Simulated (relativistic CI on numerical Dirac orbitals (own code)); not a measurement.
**Ligand-field terms of d3**

Computed with a parametric ligand-field model of a d^n configuration (Racah B and C, spin-orbit zeta, crystal field), exact diagonalisation.

Field parameters in Wybourne normalisation: Oh B⁴₀ = 21Dq, B⁴₄ = √(5/14) B⁴₀; Td as Oh with Dq negative (B⁴₀ = 21Dq, B⁴₄ = √(5/14) B⁴₀). The field is a parameter set, without covalency.

Problem. Ground term and bands for B = 900, C = 3190, ζ = 0 cm⁻¹, Oh, 10Dq = 6850 cm⁻¹?

Solution. Ground term 4A2 with 0.00 electrons in the two orbitals of the cubic e set. Spin-allowed: 4T2 6850 cm⁻¹ (1460 nm), 4T1 11589 cm⁻¹ (863 nm), 4T1 22461 cm⁻¹ (445 nm). Lowest spin-forbidden: 2E 15349 cm⁻¹ (651 nm), 2T1 16164 cm⁻¹ (619 nm), 2A1 20020 cm⁻¹ (500 nm). With an A2 ground term the first spin-allowed band lies at |10Dq| itself.

Problem. A d3 ion in Oh symmetry has the ground term 4A2 and bands at 4T2 4700 cm⁻¹ (2128 nm), 4T1 7764 cm⁻¹ (1288 nm), 2E 9716 cm⁻¹ (1029 nm), 2T1 10145 cm⁻¹ (986 nm), 2T2 13059 cm⁻¹ (766 nm), 4T1 13536 cm⁻¹ (739 nm). Which parameters reproduce them?

Solution. B = 480, C = 2170, ζ = 0 cm⁻¹, Oh, 10Dq = 4700 cm⁻¹.

Problem. Ground term and bands for B = 930, C = 4350, ζ = 0 cm⁻¹, Td, 10Dq = -2100 cm⁻¹?

Solution. Ground term 4T1 with 1.84 electrons in the two orbitals of the cubic e set. Spin-allowed: 4T2 1726 cm⁻¹, 4A2 3826 cm⁻¹ (2614 nm), 4T1 15302 cm⁻¹ (653 nm). Lowest spin-forbidden: 2E 16751 cm⁻¹ (597 nm), 2T2 17503 cm⁻¹ (571 nm), 2T1 17718 cm⁻¹ (564 nm).

Problem. Ground term and bands for B = 500, C = 1980, ζ = 0 cm⁻¹, Oh, 10Dq = 6000 cm⁻¹?

Solution. Ground term 4A2 with 0.00 electrons in the two orbitals of the cubic e set. Spin-allowed: 4T2 6000 cm⁻¹ (1667 nm), 4T1 9658 cm⁻¹ (1035 nm), 4T1 15842 cm⁻¹ (631 nm). Lowest spin-forbidden: 2E 9336 cm⁻¹ (1071 nm), 2T1 9816 cm⁻¹ (1019 nm), 2T2 13050 cm⁻¹ (766 nm). With an A2 ground term the first spin-allowed band lies at |10Dq| itself.

Problem. Ground term and bands for B = 650, C = 3230, ζ = 0 cm⁻¹, Oh, 10Dq = 13400 cm⁻¹?

Solution. Ground term 4A2 with 0.00 electrons in the two orbitals of the cubic e set. Spin-allowed: 4T2 13400 cm⁻¹ (746 nm), 4T1 19547 cm⁻¹ (512 nm), 4T1 30403 cm⁻¹ (329 nm). Lowest spin-forbidden: 2E 14410 cm⁻¹ (694 nm), 2T1 14987 cm⁻¹ (667 nm), 2T2 21114 cm⁻¹ (474 nm). With an A2 ground term the first spin-allowed band lies at |10Dq| itself.
